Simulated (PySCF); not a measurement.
CH6BClO2Si, SMILES OB(O)C[SiH2]Cl. Atoms are numbered in the order given.

```xyz
12

Si     0.8869    -0.3106     0.3179
Cl     2.6581     0.4407    -0.4602
C     -0.5831     0.5097    -0.4915
B     -1.9462    -0.0754     0.0758
O     -2.8143    -0.8016    -0.6764
O     -2.3038     0.0885     1.3791
H      0.8921    -0.0329     1.7845
H      0.8781    -1.7828     0.0911
H     -0.4860     0.3995    -1.5840
H     -0.5080     1.5885    -0.2681
H     -2.5320    -0.8948    -1.5889
H     -1.6738     0.6037     1.8885
```

The structure is a stationary point at PBE0-D3(BJ)/def2-SVP. This is a generated structure with no PubChem entry under its InChIKey; it may be hypothetical. One conformer was computed; it need not be the lowest.

Two levels are set side by side: PBE/pcSseg-1 (PySCF) and PBE0/pcSseg-1 (PySCF). GIAO shifts against BF3 (¹¹B), H2O (¹⁷O), HCl (³⁵Cl), TMS (²⁹Si), TMS (¹H), TMS (¹³C) at the same level; non-relativistic, no solvent, atoms listed together averaged. Without spin–orbit terms, shifts of atoms bonded to Cl or Br come out too high at both levels. Differences are taken from unrounded values.

```tsv
quantity	PBE0
δ(²⁹Si) of Si1 (ppm)	-2.7
δ(³⁵Cl) of Cl2 (ppm)	-27.7
δ(¹³C) of C3 (ppm)	10.2
δ(¹¹B) of B4 (ppm)	17.2
δ(¹⁷O) of O5, O6 (ppm)	142.0
δ(¹H) of H7, H8 (ppm)	5.34
```

Question: What does PBE give, and how far is it from PBE0? (An estimate is asked for; the answer gives what the named calculation found.)

Answer: 
```json
[
 {"quantity": "δ(²⁹Si) of Si1 (ppm)", "PBE": "-2.8", "PBE minus PBE0": "0.0"},
 {"quantity": "δ(³⁵Cl) of Cl2 (ppm)", "PBE": "-12.4", "PBE minus PBE0": "15.3"},
 {"quantity": "δ(¹³C) of C3 (ppm)", "PBE": "11.9", "PBE minus PBE0": "1.7"},
 {"quantity": "δ(¹¹B) of B4 (ppm)", "PBE": "16.2", "PBE minus PBE0": "-1.0"},
 {"quantity": "δ(¹⁷O) of O5, O6 (ppm)", "PBE": "152.9", "PBE minus PBE0": "10.9"},
 {"quantity": "δ(¹H) of H7, H8 (ppm)", "PBE": "5.50", "PBE minus PBE0": "0.16"}
]
```

Rough cost on one machine, each run with all the roots and properties that it gave: PBE0 against PBE within a factor of 2.
